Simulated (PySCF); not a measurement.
B3LYP has the VWN-RPA correlation part, as in Gaussian. Delta-SCF ions had no search for a lower state. Excitations are Tamm–Dancoff values on a coarser integration grid. The basis has no diffuse functions, so Rydberg states are missing or too high.

**C₉H₇BFN, SMILES `c1(F)c2c(cc(c1)B)nccc2` (charge 0, multiplicity 1)**

Computed with B3LYP-D3(BJ)/def2-TZVP // B3LYP-D3(BJ)/def2-SVP run with PySCF.

The HOMO is -6.84 eV and the dipole moment comes out as 2.31 D. The HOMO–LUMO gap is 4.12 eV and the LUMO is -2.73 eV. The S1 excitation (TDA) comes out as 3.74 eV and the S1 oscillator strength comes out as 0.045. The T1 excitation (TDA) is 2.68 eV. The S1–T1 gap (TDA) comes out as 1.06 eV. The vertical ionisation energy (Delta-SCF) is 8.64 eV and the total energy is -526.8426 Ha. The cost is around 22 core-minutes (rough).

```xyz
19

B     -3.3886     0.0960    -0.9684
C     -1.9639    -0.0115    -0.3861
C     -1.7420    -0.5033     0.9412
C     -0.4706    -0.5923     1.4422
F     -0.2607    -1.0533     2.6864
C      0.6686    -0.2086     0.6849
C      1.9965    -0.2886     1.1742
C      3.0252     0.1112     0.3514
C      2.7191     0.5876    -0.9529
N      1.5006     0.6739    -1.4354
C      0.4622     0.2854    -0.6445
C     -0.8614     0.3715    -1.1494
H     -3.5503     0.5128    -2.0885
H     -4.3444    -0.2347    -0.3095
H     -2.5829    -0.8115     1.5652
H      2.1775    -0.6617     2.1834
H      4.0646     0.0682     0.6831
H      3.5352     0.9074    -1.6125
H     -0.9848     0.7515    -2.1648
```
